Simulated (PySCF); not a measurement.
Species: C₂H₉As₂B.
Structure used (PBE0-D3(BJ)/def2-SVP), in Å, numbered top down from 1:
```
atom  x, y, z in Å
B1    -1.6568   -0.6210    0.2420
C2    -0.1926   -0.1292    0.3948
As3   -0.7582    1.4670   -0.6946
C4     0.9456   -0.8938   -0.2559
As5    2.7498   -0.0737   -0.2596
H6    -2.4965   -0.3189    1.0578
H7    -1.9328   -1.3822   -0.6613
H8     0.0699    0.2641    1.3869
H9    -2.1113    0.7933   -1.0520
H10   -1.3841    2.2397    0.4589
H11    0.7108   -1.1449   -1.3034
H12    1.0711   -1.8626    0.2562
H13    2.6849    0.3899    1.1949
H14    2.2883    1.2915   -0.7687
```

Computed, not measured: TDDFT wB97X-D/def2-SVPD, vertical, gas phase, core orbitals frozen in the response (PySCF 2.14.0, density-fitted response routines). Relativistic effects, spin–orbit coupling among them, are left out although an element past zinc is present.

Ground-to-excited transition dipoles (e·a0, same axes as the geometry; the sign carries no meaning), for the states with f of 0.002 or more among the lowest 7:

```json
{"state": "S1", "E (eV)": "5.956", "μx": "-0.147", "μy": "-0.577", "μz": "0.198"}
{"state": "S2", "E (eV)": "6.213", "μx": "0.335", "μy": "0.179", "μz": "0.261"}
{"state": "S3", "E (eV)": "6.568", "μx": "0.050", "μy": "0.275", "μz": "0.350"}
{"state": "S4", "E (eV)": "6.623", "μx": "0.897", "μy": "-0.198", "μz": "-0.075"}
{"state": "S5", "E (eV)": "6.760", "μx": "-0.118", "μy": "0.395", "μz": "0.136"}
{"state": "S6", "E (eV)": "6.898", "μx": "-0.032", "μy": "0.566", "μz": "-0.752"}
{"state": "S7", "E (eV)": "7.012", "μx": "0.890", "μy": "-0.350", "μz": "-0.113"}
```

Task: What oscillator strength does each state have?

Result: f = (2/3) ΔE |μ|² with ΔE in hartree (27.2114 eV).

```tsv
state	|μ|² (au)	|μ| (D)	f
S1	0.393	1.59	0.057
S2	0.212	1.17	0.032
S3	0.201	1.14	0.032
S4	0.849	2.34	0.138
S5	0.189	1.10	0.031
S6	0.887	2.39	0.150
S7	0.927	2.45	0.159
```

Task: Which bond between heavy atoms lies closest to the direction of the S7 transition dipole?

Result: C2–C4, at 22° from it; next B1–C2 at 42°.

Task: What angle do the transition dipoles of S1 and S5 make?

Result: |cos θ| = |μa·μb| / (|μa| |μb|) = 0.67, so θ ≈ 48° (taken between 0 and 90°, since the signs are arbitrary).

Task: What peak molar absorption coefficient would the strongest computed level give as a lone Gaussian band 0.5 eV wide at half height?

Result: ε(max) = 2.175×10⁸ f / FWHM, with the width in cm⁻¹. S7: 2.175×10⁸ × 0.1593 / 4033 ≈ 8600 L mol⁻¹ cm⁻¹.

The vertical ionisation energy (ΔSCF) is 9.08 eV, 2.07 eV above S7.

One conformer stands for the species.

Without π bonds the low states may be Rydberg-like; a valence basis with one diffuse set may place them up to an eV too high.
